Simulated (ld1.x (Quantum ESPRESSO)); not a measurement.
iron (Fe), TM semilocal: configuration errors across variants

ld1.x (Quantum ESPRESSO) 7.5 input, shortened:

```
&input
   title='Fe', zed=26., rel=1, dft='PBE', iswitch=3,
   config='[Ar] 3d7 4s1 4p0'
 /
 &inputp
   pseudotype=1, tm=.true., lloc=1,
   nlcc=.false.
 /
3
3S  1  0   2.00   0.00  0.80  0.80  0.0
3D  3  2   7.00   0.00  1.35  1.35  0.0
3P  2  1   6.00   0.00  0.75  0.75  0.0
 &test
   configts(1)='3s2 3p6 3d7 4s1 4p0'
 /
```

Occupied shells without a wave of their own: 4s. They enter only through the test configuration that unscreens the potential.

All-electron excitation energies from the reference (eV): (1) 3s2 3p6 3d6 4s2 4p0 0.791; (2) 3s2 3p6 3d6 4s1 4p0 9.520; (3) 3s2 3p6 3d6 4s0 4p0 25.723; (4) 3s2 3p6 3d6 4s0 4p1 14.574; (5) 3s2 3p6 3d6 4s1.5 4p0 4.275; (6) 3s2 3p6 3d6.5 4s1.5 4p0 0.064; (7) 3s2 3p6 3d6 4s1 4p1 4.896.

In the semilocal form every listed channel keeps its own potential, so the choice of the local channel does not act on these tests. It acts once the file is put into the separable form.

A semilocal file is local in each channel, so a ghost entry of none says nothing of the separable form that plane-wave codes build from it.

4 further variants failed, have other tests or another functional or relativity, and are left out.

The file “all radii scaled by about 1.41 (s 1.14, p 1.06, d 1.90 bohr)” misses its own reference levels by 0.3 eV.

Errors AE − PS in meV (a dash: test not solved or not reliable):

```csv
change,(1),(2),(3),(4),(5),(6),(7),bound ghosts
base,+43,-6.8,-90,-62,+22,+19,+0.6,none
wave 3p (bound): rc 0.75 bohr becomes 3p (bound): rc 0.98 bohr,+43,-6.7,-89,-53,+22,+19,+5.9,none
wave 3s (bound): rc 0.80 bohr becomes 3s (bound): rc 0.92 bohr,+100,-6.6,-183,-139,+54,+44,+2.4,none
local potential the s channel,+43,-6.8,-90,-62,+22,+19,+0.6,none
"form changed from semilocal to separable (Kleinman–Bylander), still TM; local potential the s channel",+50,-0.4,-83,-56,+29,+21,+7.9,none
"all radii scaled by about 0.96 (s 0.76, p 0.72, d 1.30 bohr)",+39,-5.2,-79,-53,+20,+17,+2.2,none
"all radii scaled by about 1.41 (s 1.14, p 1.06, d 1.90 bohr)",+429,-33,-801,-616,+231,+184,+3.1,none
local potential the d channel,+43,-6.8,-90,-62,+22,+19,+0.6,none
```

Q: Give the same row for: wave 3d (bound): rc 1.35 bohr becomes 3d (bound): rc 1.60 bohr.

A: +38, -19, -113, -79, +14, +18, -9.0; bound ghosts: none.
